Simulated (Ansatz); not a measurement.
This Ansatz (a program for electronic structure) input (B3LYP/6-31+G*) gives -99.73059 Eh with 19 basis functions. A basis named .json is the Basis Set Exchange file of that set (core-valence sets with the plain set on hydrogen).

Ansatz 0.2 input:
```yaml
crystal:
  periodic: [false, false, false]
  atoms:
    - {symbol: F, position_ang: [0.00000000, 0.00000000, 0.00000000]}
basis:
  gaussian:
    orbitals: 6-31+G_.json
hamiltonian:
  xc: {name: B3LYP}
magnetization: {spin_polarized: true, initial_magnetization: 1}
scf: {lower_state_search: full}
```

Change:
```diff
- orbitals: 6-31+G_.json
+ orbitals: 6-31G
```

What does the run give now?

-99.71365 Eh (B3LYP/6-31G, 9 functions), a change of +16.94 mEh.
